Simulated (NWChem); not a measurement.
# CH3AlBrCl; SMILES [CH3][Al]([Cl])[Br]

All runs: NWChem. Coordinates come from a PBE0/def2-SVP optimisation. Ions are spin-unrestricted doublets at the neutral geometry; other ion states weren't tried.

Q: What does the run give for B3LYP/def2-SVP? Quantities: −ε(HOMO) (eV).

A: 
```json
{
  "−ε(HOMO) (eV)": "8.08"
}
```
